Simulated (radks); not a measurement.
Question: The rhenium ion Re2+ is in [Xe] 4f14 5d5. Calculated with a radial shooting solver on a logarithmic mesh with Libxc functionals: scalar-relativistic Kohn-Sham, PBE, spin-polarised, spherical densities, finite nucleus; Fermi nuclear charge, rms radius of each element as measured or else 0.836 A^(1/3) + 0.57 fm. Open shells are filled with parallel spins first. One electron is removed from 4f, 5s, 5d, 5p in turn, with full relaxation. Which removal costs least, and what does each cost?

Answer: 5d 28.400 eV; 5p 68.479 eV; 4f 69.605 eV; 5s 107.72 eV. The 5d electron leaves first.
